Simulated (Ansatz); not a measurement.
Pulling on the B1–H2 bond in C2H5B (SMILES BC=C) (multiplicity 1 held, fragments rigid). Energies count from the point at 1.194 Å.
Geometry at that point (charge 0, multiplicity 1):
| atom | x (Å) | y (Å) | z (Å) |
|---|---|---|---|
| B | -0.1923 | 0.1348 | 1.3423 |
| H | -0.5044 | 1.2852 | 1.4115 |
| H | -0.1370 | -0.5154 | 2.3402 |
| C | 0.1272 | -0.4665 | -0.0333 |
| C | 0.0609 | 0.2767 | -1.1477 |
| H | 0.4154 | -1.5096 | -0.1414 |
| H | 0.2806 | -0.1186 | -2.1346 |
| H | -0.2211 | 1.3232 | -1.1013 |

Restricted levels (R-, RO-) in cc, def2 and unpolarised 6-31G sets keep to the state of the molecule at rest. Unrestricted levels (U-) break spin symmetry where that is lower. Active spaces are followed from a long bond inwards. Curves can end on different states.

Frozen-core correlation.

Run with Ansatz (a program for electronic structure) with Gaussian orbitals. Values without a source in brackets are computed.

Question: Give the energy at R = 3.821 Å at the level U-PBE/cc-pVTZ.

Answer: 443 kJ/mol

Question: Predict the energy at R = 3.821 Å from R-B3LYP/cc-pVTZ.

Answer: 571 kJ/mol

Question: Give the energy at R = 3.821 Å at the level CASSCF(2,2)/cc-pVTZ.

Answer: 405 kJ/mol

Doubts at one or more of the structures used: a spin-contaminated determinant (U-PBE/cc-pVTZ); a restricted determinant that unrestricted orbitals would lower (R-B3LYP/cc-pVTZ).
